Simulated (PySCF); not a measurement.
**ZnF₃⁻: from structure and modes to constants**

Computed with PBE0/[Zn def2-TZVPD, F def2-TZVPD], no relativity, density fitting, PySCF.

The singlet minimum has D3h symmetry. Masses (u): Zn 63.92915, F 18.99840.

```xyz
4
charge -1 multiplicity 1, angstrom
Zn    0.0000    0.0000    0.0000
F     1.8464    0.0000    0.0000
F    -0.9232    1.5990    0.0000
F    -0.9232   -1.5990    0.0000
```

Harmonic wavenumbers (cm⁻¹): 143.5 (e', ×2), 175.4 (a2'', ×1), 501.4 (a1', ×1), 533.6 (e', ×2).

(1) Find the principal moments of inertia and the rotational constants. What kind of rotor is it?

(2) What is the harmonic zero-point energy?

(3) Give the standard entropy (298.15 K, 1 bar) by its translational, rotational, vibrational and spin parts, and Cp.

Answers

(1) About the centre of mass I = 97.153, 97.153, 194.31 u Å². With B = 16.8576/I this gives 0.1735, 0.1735, 0.08676 cm⁻¹. The molecule is an oblate symmetric top.

(2) Half the sum of all 6 wavenumbers, 2031/2 = 1015 cm⁻¹, which is 12.1 kJ/mol (1 cm⁻¹ = 0.0119627 kJ/mol).

(3) Sackur–Tetrode with M = 120.92 u gives 168.7; rotation with symmetry number 6 gives 93.6; vibration 40.6; spin R ln 1 = 0.0. The total is 302.8 J/(mol K), and Cp = 4 R + 38.9 = 72.1 J/(mol K).

Other isomers or separated fragments may lie lower. The lowest empty level of this anion is unbound, so it and the gap depend on the basis.
